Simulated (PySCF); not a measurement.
CH7NO2Si, SMILES C[Si](N)(O)O at its CAM-B3LYP/def2-SVP optimised geometry (Å):

```
12

C     -0.7873     0.8616     0.0000
Si    -0.1838    -0.8959     0.0000
N     -0.8913    -1.6941    -1.3493
O      1.4764    -0.8959     0.0000
O     -0.5602    -1.7377     1.3880
H     -1.8852     0.9202    -0.0501
H     -0.4600     1.3750     0.9163
H     -0.3757     1.4184    -0.8562
H     -0.5578    -2.6058    -1.6453
H     -1.2052    -1.1514    -2.1462
H      1.8852    -1.4184     0.6978
H     -1.4275    -2.1542     1.4032
```

Computed with PySCF 2.14.0 with CAM-B3LYP/def2-TZVP. Cells within 0.4 Å of a nucleus heavier than hydrogen are left out (blank, or x).

Map of the Laplacian of the electron density (e/bohr⁵), clipped to [-1.50, 1.50] on the plane z = 1.0 Å:

```
|77777777777777777777777777777|
|77777777777777777777777777777|
|77777777777777777777777777777|
|77777777777777777777777777777|
|77777777777777777777777777777|
|77777777777777777777777777777|
|77777777777777777777777777777|
|77777777777777777777777777777|
|77777777777777777777777777777|
|77777777777702777777777777777|
|77777777777746777777777777777|
|77777777777777777777777777777|
|77777777777777777777777777777|
|77777777777777777777777777777|
|77777777777777777777777777777|
|77777777777777777777777777777|
|77777777777777777777777777777|
|77777777777777777788877777777|
|77777777778888877788877777777|
|77777777789836987777777777777|
|777777777897x3987777787777777|
|77777777788957987777777777777|
|77777777778999877777777777777|
|77777777778888777777777777777|
|77777777777777777777777777777|
|77777777777777777777777777777|
|77777777777777777777777777777|
|77777777777777777777777777777|
|77777777777777777777777777777|
```
Scale: ten equal steps from -1.50 (start of '0') to 0.554 (end of '9'), in the order '0123456789'; x runs from -4.00 to 4.00, y from -4.00 (bottom) to 4.00 (top).
